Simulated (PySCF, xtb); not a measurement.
CHBrClF, SMILES F[C@H](Cl)Br.

GFN2-xTB (xtb) at its own geometry gives an orbital gap of 4.73 eV and a dipole moment of 2.77 D.

Geometry optimised at B3LYP-D3(BJ)/def2-SVP.

### Question
What does M06-2X/def2-TZVPD run with PySCF give? (The exact figures need the calculation; the answer reports its results.)

### Answer
gap 9.43 eV (levels -9.92 and -0.50 eV), dipole 1.24 D.
